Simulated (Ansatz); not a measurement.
`[CH3][GeH2][CH2]S` and `S[CH2][GeH3]` differ in one atom or group.

Ansatz, PBE0-D4/def2-TZVP geometries, multiplicity 1. Each molecule was computed in one conformer, which needn't be the lowest.

Scalar relativity is left out up to krypton.

```tsv
property	`[CH3][GeH2][CH2]S`
HOMO energy (PBE0/def2-TZVPP) / eV	-6.67
size of the dipole moment (ωB97M-V/def2-TZVPP) / D	1.05
LUMO energy (PBE0/def2-TZVPP) / eV	0.31
LUMO energy (ωB97M-V/def2-TZVPP) / eV	2.05
HOMO–LUMO gap (PBE/def2-TZVPP) / eV	4.86
HOMO energy (ωB97M-V/def2-TZVPP) / eV	-8.87
```

Q: What does the change do to each property? (Estimate.)

A: Ansatz gave: 
| property | `S[CH2][GeH3]` | shift |
| --- | --- | --- |
| HOMO energy (PBE0/def2-TZVPP) / eV | -6.75 | -0.08 |
| size of the dipole moment (ωB97M-V/def2-TZVPP) / D | 1.17 | 0.12 |
| LUMO energy (PBE0/def2-TZVPP) / eV | 0.10 | -0.21 |
| LUMO energy (ωB97M-V/def2-TZVPP) / eV | 1.83 | -0.22 |
| HOMO–LUMO gap (PBE/def2-TZVPP) / eV | 4.76 | -0.10 |
| HOMO energy (ωB97M-V/def2-TZVPP) / eV | -8.95 | -0.08 |

With PBE0 the HOMO falls by 0.08 eV and the LUMO falls by 0.21 eV, so the gap narrows by about 0.13 eV. PBE moves the HOMO by -0.09 eV and ωB97M-V by -0.08 eV. Dipoles are sizes alone; their direction can turn.
